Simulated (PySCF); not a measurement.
# Computed structure and properties of LaF3(H2O)

System: LaF3(H2O) (singlet); start: template (Cs). Method: PySCF 2.14.0, RKS PBE0, La def2-SVP with ECP46, F def2-SVP, O def2-SVP, H def2-SVP; non-relativistic Hamiltonian with scalar-relativistic core potentials where named; density fitting; no spin-orbit coupling.

Input of the relaxation:

```python
mol = gto.M(atom='''
La     0.01564    -0.01564     0.01564
F      1.27684     1.24556     1.27684
F     -1.24556    -1.27684     1.27684
F      1.27684    -1.27684    -1.24556
O     -1.46236     1.46236    -1.46236
H     -1.80306     2.34746    -1.25856
H     -1.80306     1.25856    -2.34746''',
    basis={'La': 'def2-SVP', 'F': 'def2-SVP', 'O': 'def2-SVP', 'H': 'def2-SVP'},
    ecp={'La': 'def2-SVP'},
    charge=0, spin=0)
mf = dft.RKS(mol, xc='PBE0')
mf.grids.atom_grid = (50, 194)  # f atoms: unpruned, at least (60, 302)
mf = mf.density_fit()  # fitting sets: La def2-universal-JKFIT, F def2-universal-JKFIT, O def2-universal-JKFIT, H def2-universal-JKFIT
mf.conv_tol = 1e-08; mf.max_cycle = 55
mf.kernel(dm0)  # dm0: converged density of the start geometry
# quasi-Newton relaxation in Cartesian coordinates to a largest gradient under 0.00045 Eh/bohr, steps kept in the point group
```

Run from Python with OMP_NUM_THREADS=2; the lines above give its settings. Where DIIS fails, smearing, a level shift and second-order steps follow.
It took 30 s on 2 threads of Intel(R) Xeon(R) Platinum 8488C (Sapphire Rapids), on a shared host, from the converged density of the start.

Course of the relaxation:

```tsv
step	energy above end (eV)	largest force component within the symmetry (eV/Å)
0	0.1110	0.816
1	0.0577	0.449
2	0.0295	0.170
3	0.0090	0.144
4	0.0019	0.066
5	0.0013	0.043
6	0.0004	0.028
7	0.0002	0.025
8	0.0000	0.010
9	0.0000	0.005
```

Relaxed geometry (Cs):

```xyz
7

La    0.0921   -0.1020    0.1020
F     1.1850    1.3882    1.2165
F    -1.3418   -1.2392    1.2392
F     1.1850   -1.2165   -1.3882
O    -1.4035    1.4115   -1.4115
H    -1.7308    2.2961   -1.2065
H    -1.7308    1.2065   -2.2961
```

```json
{"contact": "La1–F2 (F)", "Å": "2.158"}
{"contact": "La1–F3 (F)", "Å": "2.155"}
{"contact": "La1–F4 (F)", "Å": "2.158"}
{"contact": "La1–O5 (H2O)", "Å": "2.611"}
```

On the finer grid (75, 302):

```json
{"HOMO": "-8.98 eV", "LUMO": "-1.29 eV", "Dipole about the centre of mass": "7.22 D", "Set of Mulliken populations of La1 outside the core potential": "s 2.11, p 6.20, d 1.25, f 0.22", "D3(BJ) dispersion energy (not in the energies)": "-0.086 eV"}
```

```json
{"atom": "La1", "Mulliken (e)": "1.22", "Löwdin (e)": "0.68", "spin (e)": "0.00"}
{"atom": "F2", "Mulliken (e)": "-0.46", "Löwdin (e)": "-0.31", "spin (e)": "0.00"}
{"atom": "F3", "Mulliken (e)": "-0.46", "Löwdin (e)": "-0.31", "spin (e)": "0.00"}
{"atom": "F4", "Mulliken (e)": "-0.46", "Löwdin (e)": "-0.31", "spin (e)": "0.00"}
{"atom": "O5", "Mulliken (e)": "-0.30", "Löwdin (e)": "-0.01", "spin (e)": "0.00"}
{"atom": "H6", "Mulliken (e)": "0.22", "Löwdin (e)": "0.13", "spin (e)": "0.00"}
{"atom": "H7", "Mulliken (e)": "0.22", "Löwdin (e)": "0.13", "spin (e)": "0.00"}
```

On the grid (50, 194), as all that follows. Harmonic modes: a minimum within the noise of the softest modes; lowest 22 cm⁻¹ (negative: unstable), highest 3945 cm⁻¹, zero-point energy 0.774 eV.

Taking off one F (charge -1, singlet; the rest: singlet) in vacuum, both parts rigid, costs 10.56 eV; the small basis without counterpoise inflates it. Most of it is the attraction of opposite charges; other ways to part are cheaper, and one spin state was tried for the rest.

Rigid scan of F along the line from its metal:

```json
{"distance to F2 (Å)": "1.86", "energy (eV)": "1.289"}
{"distance to F2 (Å)": "1.96", "energy (eV)": "0.490"}
{"distance to F2 (Å)": "2.06", "energy (eV)": "0.105"}
{"distance to F2 (Å)": "2.16", "energy (eV)": "0.000"}
{"distance to F2 (Å)": "2.26", "energy (eV)": "0.080"}
{"distance to F2 (Å)": "2.36", "energy (eV)": "0.278"}
{"distance to F2 (Å)": "2.56", "energy (eV)": "0.858"}
{"distance to F2 (Å)": "2.86", "energy (eV)": "1.865"}
{"distance to F2 (Å)": "3.26", "energy (eV)": "3.112"}
{"distance to F2 (Å)": "3.76", "energy (eV)": "4.322"}
```

Taking off one H2O (charge 0, singlet; the rest: singlet) in vacuum, both parts rigid, costs 1.15 eV; the small basis without counterpoise inflates it.

Rigid scan of H2O along the line from its metal:

```csv
distance to O5 (Å),energy (eV)
2.31,0.300
2.41,0.113
2.51,0.024
2.61,0.000
2.71,0.017
2.81,0.059
3.01,0.180
3.31,0.375
3.71,0.590
4.21,0.773
```

One start shape was tried, so this needn't be the lowest isomer.
